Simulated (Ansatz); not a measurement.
Mulliken charges of `[F][Al]([F])[SiH3]` from ωB97M-V/def2-TZVPP in Ansatz (PBE0-D4/def2-TZVP geometry).

```tsv
atom	x (Å)	y (Å)	z (Å)	charge (e)
F1	1.132	-0.636	2.299	-0.336
Al2	0.638	-0.942	0.763	0.776
F3	0.934	-2.446	0.170	-0.339
Si4	-0.484	0.731	-0.598	-0.079
H5	0.313	0.992	-1.827	-0.008
H6	-0.649	2.003	0.152	-0.006
H7	-1.823	0.229	-1.005	-0.008
```

Problem. By hand: the dipole of these point charges (1 e Å = 4.8032 D).

Solution. Σ q r = (-0.148, 0.232, -0.169) e Å, of length 0.323 e Å = 1.55 D.

Problem. How does the dipole of the full density compare? (Estimate.)

Solution. Ansatz gave: (-0.167, 0.257, -0.195) e Å, 1.74 D; the point charges give 0.89 times that, at 1° from its direction.

Point charges leave out the atoms' own dipoles, such as those of lone pairs, and Mulliken's split depends on the basis, so the close match here is no proof of good charges.
